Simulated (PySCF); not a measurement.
CH₅BClNO. Atoms are numbered in the order given.

```xyz
10

B      0.1919     0.0721     0.0000
Cl    -0.3856     1.7662     0.0000
O     -0.7609    -0.8956     0.0000
C     -0.4246    -2.2627     0.0000
H      0.1593    -2.5406     0.8970
H     -1.3541    -2.8501     0.0000
H      0.1593    -2.5406    -0.8970
N      1.5757    -0.1714     0.0000
H      2.2493     0.5827     0.0000
H      1.9858    -1.0963     0.0000
```
Charge 0, spin multiplicity 1.

Geometry: B3LYP-D3(BJ)/def2-SVP. The structure was generated by enumeration, and PubChem lists no compound with its InChIKey, so it may never have been made. The values are those of a single conformer.

The numbers are results of TDA-PBE/def2-SVPD (PySCF), not measurements.

Vertical excitations.  State labels are in the subgroup Cs.

Computed excitation energies, oscillator strengths and character:
```csv
state,symmetry,energy (eV),λ (nm),f,main pairs
S1,A",6.23,199,0.020,HOMO→LUMO 100 %
S2,A",6.61,188,0.013,HOMO−1→LUMO 100 %
S3,A',6.78,183,0.018,HOMO−2→LUMO 99 %
S4,A",7.14,174,0.001,HOMO→LUMO+2 100 %
S5,A',7.33,169,0.000,HOMO−3→LUMO 99 %
S6,A",7.59,163,0.002,HOMO−1→LUMO+2 82 %
S7,A",7.60,163,0.001,"HOMO−2→LUMO+1 49 %, HOMO→LUMO+3 34 %, HOMO−1→LUMO+2 17 %"
S8,A",7.62,163,0.003,"HOMO→LUMO+3 54 %, HOMO−2→LUMO+1 45 %"
S9,A',7.74,160,0.016,HOMO−2→LUMO+2 95 %
S10,A",7.85,158,0.000,HOMO→LUMO+4 100 %
T1,A",6.04,205,0,HOMO→LUMO 100 %
T2,A',6.54,190,0,HOMO→LUMO+1 99 %
T3,A",6.55,189,0,HOMO−1→LUMO 100 %
T4,A',6.72,185,0,HOMO−2→LUMO 100 %
```
Triplets are in the Tamm–Dancoff approximation.
